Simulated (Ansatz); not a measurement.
One change: `C[O][GeH]([Cl])[O]C` becomes `C[O][GeH]([NH2])[Cl]`.

Ansatz, PBE0-D4/def2-TZVP geometries, multiplicity 1. Each molecule was computed in one conformer, which needn't be the lowest.

Scalar relativity is left out up to krypton.

```tsv
property	`C[O][GeH]([Cl])[O]C`
LUMO energy (ωB97M-V/def2-TZVPP) / eV	2.08
HOMO energy (ωB97M-V/def2-TZVPP) / eV	-10.73
LUMO energy (B3LYP/def2-TZVPP) / eV	-0.25
HOMO energy (B3LYP/def2-TZVPP) / eV	-8.07
size of the dipole moment (B3LYP/def2-TZVPP) / D	1.12
HOMO–LUMO gap (B3LYP/def2-TZVPP) / eV	7.82
```

Task: Give the same properties after the change, and the shifts. (Estimate.)

Result: The calculation gave: 
```tsv
property	`C[O][GeH]([NH2])[Cl]`	shift
LUMO energy (ωB97M-V/def2-TZVPP) / eV	2.02	-0.06
HOMO energy (ωB97M-V/def2-TZVPP) / eV	-10.35	0.38
LUMO energy (B3LYP/def2-TZVPP) / eV	-0.07	0.18
HOMO energy (B3LYP/def2-TZVPP) / eV	-7.73	0.34
size of the dipole moment (B3LYP/def2-TZVPP) / D	2.60	1.48
HOMO–LUMO gap (B3LYP/def2-TZVPP) / eV	7.66	-0.16
```

With PBE0 the HOMO rises by 0.33 eV and the LUMO rises by 0.19 eV, so the gap narrows by about 0.14 eV. PBE moves the HOMO by 0.23 eV and ωB97M-V by 0.38 eV. Dipoles are sizes alone; their direction can turn.

B3LYP here is the variant with VWN-RPA as its local correlation; programs differ in this.
